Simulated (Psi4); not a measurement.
F₄Zr (SMILES [F][Zr]([F])([F])[F]), singlet, at a GFN2-xTB geometry (such geometries of metal compounds can be far from the true shape) (core potentials on Zr), with bond 4-1 at 1.5 times its length; HF/def2-SVP (Psi4 1.11).

Psi4 was given this input:
```
memory 2 GB

molecule {
0 1
Zr   -0.00000000    0.00000000    0.00000000
F     1.17763810    0.86361362   -1.12373134
F     0.92988717   -1.15466949    1.09429445
F    -1.82914146   -1.42685868   -1.50267697
F    -0.88809763    1.24229499    1.03122154
}

set {
  basis def2-svp
  stability_analysis check
  scf_type pk
}

energy('scf')
print_variables()
```

It wrote (shortened):

```
   => Loading Basis Set <=

    Name: DEF2-SVP
    Role: ORBITAL
    Keyword: BASIS

    !!!  WARNING: ECP capability is in beta. Please check occupations closely.  !!!

         ---------------------------------------------------------
                                   SCF
               by Justin Turney, Rob Parrish, Andy Simmonett
                          and Daniel G. A. Smith
                              RHF Reference
         ---------------------------------------------------------

  ==> Geometry <==

    Molecular point group: cs
    Full point group: C1v

    Geometry (in Angstrom), charge = 0, multiplicity = 1:

       Center              X                  Y                   Z               Mass
    ------------   -----------------  -----------------  -----------------  -----------------
         ZR           0.090099375571     0.054903675247     0.000000000000    89.904697700000
         F            0.162599268105     1.116296378594    -1.504533615544    18.998403162730
         F            1.518635440703    -1.109019360861     0.000000000000    18.998403162730
         F           -2.270204396271    -1.383389881083     0.000000000000    18.998403162730
         F            0.162599268105     1.116296378594     1.504533615544    18.998403162730

  Running in cs symmetry.

  Rotational constants: A =      0.09800  B =      0.06721  C =      0.06721 [cm^-1]
  Rotational constants: A =   2937.89531  B =   2014.99815  C =   2014.99814 [MHz]
  Nuclear repulsion =  190.307846291514750

  Charge       = 0
  Multiplicity = 1
  Electrons    = 48
  Nalpha       = 24
  Nbeta        = 24

  ==> Algorithm <==

  SCF Algorithm Type is PK.
  DIIS enabled.
  MOM disabled.
  Fractional occupation disabled.
  Guess Type is SAD.
  Energy threshold   = 1.00e-06
  Density threshold  = 1.00e-06
  Integral threshold = 1.00e-12

  ==> Primary Basis <==

  Basis Set: DEF2-SVP
    Blend: DEF2-SVP
    Number of shells: 35
    Number of basis functions: 87
    Number of Cartesian functions: 96
    Spherical Harmonics?: true
    Max angular momentum: 3

  Core potential: DEF2-SVP
    Number of shells: 4
    Number of ECP primitives: 14
    Number of ECP core electrons: 28
    Max angular momentum: 3

  ==> Integral Setup <==

  Using in-core PK algorithm.
   Calculation information:
      Number of atoms:                   5
      Number of AO shells:              35
      Number of primitives:             67
      Number of atomic orbitals:        96
      Number of basis functions:        87

      Integral cutoff                 1.00e-12
      Number of threads:                 1

  Performing in-core PK
  Using 14657412 doubles for integral storage.
  We computed 152887 shell quartets total.
  Whereas there are 198765 unique shell quartets.

  ==> DiskJK: Disk-Based J/K Matrices <==

    J tasked:                  Yes
    K tasked:                  Yes
    wK tasked:                  No
    Schwarz Cutoff:          1E-12

  Minimum eigenvalue in the overlap matrix is 2.1214561757E-02.
  Reciprocal condition number of the overlap matrix is 5.9568226022E-03.
    Using symmetric orthogonalization.

  ==> Pre-Iterations <==

  SCF Guess: Superposition of Atomic Densities via on-the-fly atomic UHF (no occupation information).

 WARNING: Atomic UHF is not converging! Try casting from a smaller basis or call Rob at CCMST.
   -------------------------
    Irrep   Nso     Nmo
   -------------------------
     A'        55      55
     A"        32      32
   -------------------------
    Total      87      87
   -------------------------

  ==> Iterations <==

                        Total Energy        Delta E     RMS |[F,P]|

   @RHF iter SAD:  -441.85134969936394   -4.41851e+02   0.00000e+00
   @RHF iter   1:  -443.84244039993899   -1.99109e+00   1.39234e-02 ADIIS/DIIS
   @RHF iter   2:  -443.94414821185273   -1.01708e-01   1.26701e-02 ADIIS/DIIS
   @RHF iter   3:  -444.16358340495003   -2.19435e-01   6.60075e-04 ADIIS/DIIS
   @RHF iter   4:  -444.16501907606221   -1.43567e-03   3.30847e-04 ADIIS/DIIS
   @RHF iter   5:  -444.16524995171727   -2.30876e-04   9.24034e-05 DIIS
   @RHF iter   6:  -444.16530145862748   -5.15069e-05   3.22652e-05 DIIS
   @RHF iter   7:  -444.16530923846051   -7.77983e-06   9.37748e-06 DIIS
   @RHF iter   8:  -444.16531008460640   -8.46146e-07   2.75408e-06 DIIS
   @RHF iter   9:  -444.16531013988492   -5.52785e-08   7.24875e-07 DIIS
  Energy and wave function converged.

	Presorting SO-basis two-electron integrals.
	Sorting File: SO Ints (nn|nn) nbuckets = 1
	Constructing frozen core operators
	Starting first half-transformation.
	Sorting half-transformed integrals.
	First half integral transformation complete.
	Starting second half-transformation.
	Two-electron integral transformation complete.
	Starting first half-transformation.
	Sorting half-transformed integrals.
	First half integral transformation complete.
	Starting second half-transformation.
	Two-electron integral transformation complete.
    Lowest singlet (RHF->RHF) stability eigenvalues:
      Ap 0.223596       App 0.223596        Ap 0.240264        Ap 0.283959
     App 0.283959        Ap 0.291017       App 0.291017       App 0.308496
      Ap 0.333684       App 0.351815

    Lowest triplet (RHF->UHF) stability eigenvalues:
      Ap 0.078828        Ap 0.175037       App 0.175038        Ap 0.269369
      Ap 0.274976       App 0.274977        Ap 0.279079       App 0.279079
     App 0.308484       App 0.323238

  ==> Post-Iterations <==

    Orbital Energies [Eh]
    ---------------------

    Doubly Occupied:

       1Ap   -26.345992     2Ap   -26.345968     1App  -26.345964
       3Ap   -26.124722     4Ap    -2.734151     5Ap    -1.781309
       2App   -1.781307     6Ap    -1.722143     7Ap    -1.568695
       8Ap    -1.520662     3App   -1.520657     9Ap    -1.337972
       4App   -0.754608    10Ap    -0.754607    11Ap    -0.741821
      12Ap    -0.728795     5App   -0.728791    13Ap    -0.706167
       6App   -0.702598    14Ap    -0.697035     7App   -0.697031
       8App   -0.475439    15Ap    -0.475439    16Ap    -0.466224

    Virtual:

      17Ap     0.011013    18Ap     0.032217     9App    0.032217
      19Ap     0.053602    10App    0.067421    20Ap     0.067421
      21Ap     0.078020    22Ap     0.111866    11App    0.111866
      23Ap     0.204146    24Ap     0.297843    12App    0.297843
      25Ap     0.319514    13App    0.319515    26Ap     0.334458
      27Ap     0.393828    28Ap     0.497962    14App    0.497963
      29Ap     0.977424    30Ap     1.013069    15App    1.013070
      16App    1.036172    31Ap     1.073095    17App    1.073096
      32Ap     1.110444    33Ap     1.372302    18App    1.480662
      34Ap     1.511325    19App    1.511328    35Ap     1.565359
      20App    1.565360    36Ap     1.574149    37Ap     1.590854
      38Ap     1.647111    21App    1.647111    39Ap     1.664404
      40Ap     1.692857    22App    1.692857    41Ap     1.863742
      42Ap     1.963253    23App    1.963256    43Ap     2.082946
      24App    3.376858    44Ap     3.380855    25App    3.380858
      26App    3.392108    45Ap     3.392110    46Ap     3.398199
      27App    3.437031    47Ap     3.437036    48Ap     3.468188
      49Ap     3.530708    28App    3.530714    50Ap     3.577166
      29App    3.577170    30App    3.613186    51Ap     3.622634
      31App    3.622634    32App    3.626589    52Ap     3.626589
      53Ap     3.629815    54Ap     3.870530    55Ap    33.487090

    Final Occupation by Irrep:
             Ap   App
    DOCC [    16,    8 ]
    NA   [    16,    8 ]
    NB   [    16,    8 ]

  @RHF Final Energy:  -444.16531013988492

   => Energetics <=

    Nuclear Repulsion Energy =            190.3078462915147497
    One-Electron Energy =               -1014.8300598970440660
    Two-Electron Energy =                 380.3569034656443364
    Total Energy =                       -444.1653101398849230

Computation Completed

Properties will be evaluated at   0.000000,   0.000000,   0.000000 [a0]

Properties computed using the SCF density matrix

 Multipole Moments:

 ------------------------------------------------------------------------------------
     Multipole            Electronic (a.u.)      Nuclear  (a.u.)        Total (a.u.)
 ------------------------------------------------------------------------------------

 L = 1.  Multiply by 2.5417464519 to convert [e a0] to [Debye]
 Dipole X            :          6.9306854           -5.2083522            1.7223332
 Dipole Y            :          4.2233390           -3.1738031            1.0495359
 Dipole Z            :          0.0000000            0.0000000            0.0000000
 Magnitude           :                                                    2.0169178

 ------------------------------------------------------------------------------------

  Variable Map:
  ----------------------------------------------------------------------------
  "CURRENT ENERGY"           =>    -444.165310139885
  "CURRENT REFERENCE ENERGY" =>    -444.165310139885
  "DD SOLVATION ENERGY"      =>       0.000000000000
  "HF KINETIC ENERGY"        =>     411.831628638010
  "HF POTENTIAL ENERGY"      =>    -855.996938777895
  "HF TOTAL ENERGY"          =>    -444.165310139885
  "HF VIRIAL RATIO"          =>       2.078511894797
  "NUCLEAR REPULSION ENERGY" =>     190.307846291515
  "ONE-ELECTRON ENERGY"      =>   -1014.830059897044
  "PCM POLARIZATION ENERGY"  =>       0.000000000000
  "PE ENERGY"                =>       0.000000000000
  "SCF ITERATION ENERGY"     =>    -444.165310139885
  "SCF ITERATIONS"           =>       9.000000000000
  "SCF TOTAL ENERGY"         =>    -444.165310139885
  "TWO-ELECTRON ENERGY"      =>     380.356903465644

  Array Variable Map:
  ----------------------------------------------------------------------------
  "CURRENT DIPOLE"           =>       1.722333243494 ... 0.000000000000 1 by 3
  "SCF DIPOLE"               =>       1.722333243494 ... 0.000000000000 1 by 3
  "SCF TOTAL ENERGIES"       =>    -441.851349699364 ... -444.165310139885 1 by 10
```
